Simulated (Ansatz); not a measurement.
Reaction: C2H2N3 (SMILES [c]1ncn[nH]1, doublet) → C2H2N3 (SMILES n1[nH]cn[c]1, doublet)
Each species at its own B3LYP-D3(BJ)/def2-TZVP minimum (Ansatz, an electronic-structure program).

Total energies in hartree (Ansatz). Radicals and triplets start from unrestricted determinants; spin-orbit coupling is neglected. Cores are frozen in correlated methods. No relativity. The UHF reference of C2H2N3 ([c]1ncn[nH]1, doublet) is spin-contaminated (<S^2> up to 0.15 over the pure value in the sets run). The UHF reference of C2H2N3 ([c]1nc[nH]n1, doublet) is spin-contaminated (<S^2> up to 0.16 over the pure value in the sets run).

```tsv
species	HF/cc-pVTZ	CCSD(T)/cc-pVTZ	HF/cc-pVQZ	CCSD(T)/cc-pVQZ	CCSD(T)/cc-pVDZ	CCSDT(Q)/cc-pVDZ
1: C2H2N3 (SMILES c1n[nH][c]n1, doublet)	-240.23026	-241.15907	-240.24697	-241.23003	-240.93190	-240.93582
2: C2H2N3 (SMILES c1[nH]n[c]n1, doublet)	-240.23070	-241.15814	-240.24744	-241.22911	-240.93107	-240.93485
```

### Question
Work out the isomerisation energy (electronic) in kJ/mol: take Hartree-Fock from cc-pVQZ, extrapolate the CCSD(T) correlation energy as X^-3 (X = 3, 4), and add CCSDT(Q) - CCSD(T) in cc-pVDZ. 1 hartree = 2625.5 kJ/mol.

### Answer

Species 1: correlation (64·(-0.98306) - 27·(-0.92881))/37 = -1.02265; step -0.00392; E1 = -240.24697 + (-1.02265) + (-0.00392) = -241.27354
Species 2: correlation (64·(-0.98167) - 27·(-0.92744))/37 = -1.02124; step -0.00378; E2 = -240.24744 + (-1.02124) + (-0.00378) = -241.27246
-1·E1 +1·E2 = 0.00108 hartree = 2.8 kJ/mol.
